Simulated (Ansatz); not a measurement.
Basis-set extrapolation for C₄H₇Al (`C#[C][AlH][CH2]C`) (PBE0-D4/def2-TZVP geometry, frozen core, the Gaussian-basis code of Ansatz). Multiplicity 1, RHF reference.

```json
{"": "HF", "def2-TZVPP": "-397.479081", "def2-QZVPP": "-397.492963"}
{"": "MP2 correlation", "def2-TZVPP": "-0.728889", "def2-QZVPP": "-0.775807"}
{"": "CCSD(T) correlation", "def2-TZVPP": "-0.807030", "def2-QZVPP": "not run"}
```

Energies in hartree. Use E(X) = E(∞) + A·exp(−7.88·√X) for Hartree–Fock and E(X) = E(∞) + B·X^(−2.97) for correlation, with X = 3 and 4, and add CCSD(T) minus MP2 of the smaller set to the MP2 limit.

What is the CCSD(T) energy at the basis-set limit?

HF limit: -397.492963 + (-0.013882) × 0.13774 = -397.49488. MP2 limit: -0.775807 + (-0.046918) × 0.74074 = -0.81056. Higher-order term: -0.807030 − (-0.728889) = -0.07814. Total: -398.38358 hartree, 2.65 eV below CCSD(T)/def2-TZVPP.
